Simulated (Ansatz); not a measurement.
Reaction (ligand exchange at a B–C bond): `BC(B)O[SiH3]` + HCl → `BCl` + `BCO[SiH3]`

Gas-phase electronic energies from Ansatz, PBE0-D4/def2-TZVP geometries. CCSD(T)/CBS adds triple-zeta CCSD(T) − MP2 to the extrapolated MP2 energy (def2 sets, frozen cores). This one scheme is used for every species. Functionals use def2-TZVPP. B3LYP here is the variant with VWN-RPA as its local correlation; programs differ in this. Each species was taken in one conformer, which may not be the lowest.

`BC(B)O[SiH3]`:

Z-matrix (Å, degrees):
```
C
B 1 1.553
O 1 1.414 2 114.6
B 1 1.546 2 108.3 3 -134.9
H 1 1.121 2 96.2 3 118.0
H 2 1.194 1 119.0 3 -174.0
H 2 1.193 1 119.9 3 4.5
Si 3 1.644 1 122.1 2 160.5
H 4 1.194 1 118.9 2 -56.9
H 4 1.194 1 120.5 2 121.4
H 8 1.491 3 110.3 1 -64.1
H 8 1.480 3 106.7 1 176.0
H 8 1.490 3 111.2 1 55.2
```

HCl:

Cartesian coordinates in Å:
```
Cl -0.410 -0.316 -0.375
H 0.410 0.316 0.375
```

`BCl`:

```xyz
4

B    -0.051    0.057    0.132
Cl    0.524   -0.590   -1.369
H     0.728    0.617    0.837
H    -1.202   -0.084    0.400
```

`BCO[SiH3]`:

Cartesian coordinates in Å:
```
B -0.189 2.101 0.431
C -0.013 0.566 0.517
O -0.050 -0.120 -0.719
Si 0.116 -1.753 -0.809
H -0.164 2.717 1.457
H -0.345 2.665 -0.610
H 0.936 0.372 1.051
H -0.786 0.182 1.209
H 0.023 -2.111 -2.243
H -0.956 -2.437 -0.032
H 1.430 -2.182 -0.251
```

| level | ΔE (kJ/mol) | difference from CCSD(T)/CBS |
| --- | --- | --- |
| r2SCAN-D4 | -77.7 | 1.2 |
| PBE0-D4 | -76.6 | 2.3 |
| B3LYP-D4 | -79.7 | -0.8 |
| ωB97M-V | -78.0 | 0.9 |
| PBE | -78.5 | 0.4 |
| B3LYP | -86.4 | -7.5 |
| HF/def2-TZVPP | -97.5 | -18.6 |
| MP2/def2-TZVPP | -82.3 | -3.4 |
| SCS-MP2/def2-TZVPP | -85.4 | -6.5 |
| CCSD/def2-TZVPP | -81.7 | -2.8 |
| CCSD(T)/def2-TZVPP | -80.2 | -1.3 |
| HF/def2-QZVPP | -97.0 | -18.1 |
| MP2/def2-QZVPP | -81.3 | -2.4 |
| SCS-MP2/def2-QZVPP | -84.6 | -5.7 |
| MP2/CBS(def2) | -81.0 | -2.1 |
| CCSD/CBS(def2) | -80.5 | -1.6 |
| CCSD(T)/CBS | -78.9 | 0 |

Largest T1 diagnostic among the species: 0.013.

The D4 term adds +6.8 kJ/mol with B3LYP and +3.8 kJ/mol with PBE0; it sums over pairs of atoms, weighted by their polarisabilities, and B3LYP, whose exchange is more repulsive, gets the larger term. In def2-TZVPP, CCSD(T) changes the Hartree–Fock value by +17.4 kJ/mol (the triples alone add +1.6 kJ/mol) and MP2 by +15.3 kJ/mol.
